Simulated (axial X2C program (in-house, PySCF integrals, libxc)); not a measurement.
## Which molecule has these constants?

Computed with an in-house all-electron X2C program for linear molecules (integrals from PySCF), spin-free (one-electron X2C) or two-component (2c: spin–orbit coupling with atomic mean-field Coulomb and Gaunt terms, which also bring small scalar terms), in Dyall basis sets with cores contracted in-house; open shells are unrestricted.

A two-component PBE0 calculation in a Dyall 3-zeta basis gave Re = 2.237 Å, ωe = 380.7 cm⁻¹, De = 3.77 eV, dipole magnitude 2.91 D, Ω = 3.

Which molecule is it?
A. NaMn
B. AlMn
C. MnCl
D. MnSi
E. MnS

C. The others have NaMn 3.292 Å and 114.4 cm⁻¹ (Ω = 3); MnS 2.059 Å and 503.5 cm⁻¹ (Ω = 5/2); MnSi 2.333 Å and 326.1 cm⁻¹ (Ω = 3/2); AlMn 2.671 Å and 225.3 cm⁻¹ (Ω = 3).

Each entry is the lowest single determinant of a limited PBE0 search at one distance. De goes to single-determinant-based atoms at the same level (for ions the charge split of lowest energy) and is withheld (n/a) where an atom does not fit its ground term or J level. Main or longest-lived isotopes. One determinant is a doubtful description, or other states lie close, for MnCl, NaMn, MnS, MnSi, AlMn; these need not be ground states, and all values refer to the states named. Some open-shell Ω = 0 determinants are out of reach, so the Ω given for MnCl, NaMn, AlMn need not be the lowest component. With several unpaired electrons the Ω given is that of one determinant, not necessarily of the lowest component. Some light 2c atoms are not at their ground J level, so De misses part of their lowering (0.04 eV or less). The functionals have no current term, which raises determinants with orbital currents. Where the atoms have a lower orbital projection than the molecule, De at mean-field level may be about a tenth of an eV too small.
